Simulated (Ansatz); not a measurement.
System: BGeH3F, charge 0, doublet. BGeH3F (SMILES F[B][GeH3], doublet).
B3LYP-D3(BJ)/def2-TZVP minimum from Ansatz (a program for electronic structure):
```xyz
6

B     -0.9982     0.7841    -0.6053
F     -1.9981     0.1669    -1.1684
Ge     0.6198    -0.1390     0.3651
H      0.6537     0.3871     1.8103
H      0.5794    -1.6833     0.3892
H      1.9066     0.3207    -0.3417
```
Charge 0, spin multiplicity 2.

Total energies in aug-cc-pVDZ, 17 correlated electrons, 16 frozen orbitals. Radicals and triplets start from unrestricted determinants; spin-orbit coupling is neglected. Cores are frozen in correlated methods (noble-gas shells, and filled d and f shells in the p block). No relativity.

```
method    program  energy (Eh)  minus CCSDT(Q) (mEh)
--------  -------  -----------  --------------------
HF         Ansatz  -2201.19007                413.55
MP2        Ansatz  -2201.55561                 48.01
CCSD       Ansatz  -2201.59098                 12.63
CCSD(T)    Ansatz  -2201.60176                  1.86
CCSDT(Q)   Ansatz  -2201.60362                  0.00
```

Rough core times of Ansatz's runs on a shared machine: CCSD(T) 30 s, CCSDT(Q) 40 min.
